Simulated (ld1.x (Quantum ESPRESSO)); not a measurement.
**Ranking TM semilocal potentials for neodymium (Nd)**

All share these settings but for the change named:

```
Element                 : Nd (Z = 60)
Generator               : ld1.x (Quantum ESPRESSO) 7.5
Type                    : norm-conserving Troullier–Martins (semilocal form)
Functional              : PBE
Relativity              : scalar-relativistic
Frozen core             : [Xe] 4f3
Valence charge          : 3
Reference configuration : 5d1 6s1.75 6p0.25
Partial waves           : 6s (bound): rc 2.60 bohr; 6p (bound): rc 3.25 bohr; 5f channel at 0.05 Ry: rc 2.90 bohr; 5d (bound): rc 3.70 bohr
Local potential         : the d channel
Core correction         : Bessel-smoothed model core inside 1.55 bohr
```

Test errors are all-electron minus pseudo excitation energies from the reference, over 5d1 6s2 6p0; 5d1 6s1 6p0; 5d1 6s0 6p0; 5d0 6s2 6p0; 5d2 6s1 6p0; 5d1 6s1.5 6p0; 5d1 6s1 6p1. None of these files shows a bound ghost.

The base gives 60.3 meV.

Of 7 variants that were run, those that failed, showed a ghost or another fault, or gave nearly equal values are left out.

In the semilocal form every listed channel keeps its own potential, so the choice of the local channel does not act on these tests. It acts once the file is put into the separable form.

A variant can come out equal or close to the base, since the largest error may sit in a test that the change hardly touches while other tests move.

Problem. Rank these variants by their largest absolute test error, smallest first.
A. wave 6s (bound): rc 2.60 bohr becomes 6s (bound): rc 3.74 bohr
B. core correction Bessel-smoothed model core inside 3.06 bohr
C. local potential the f channel

Solution. B (44.4 meV), C (60.3 meV), A (86.8 meV).
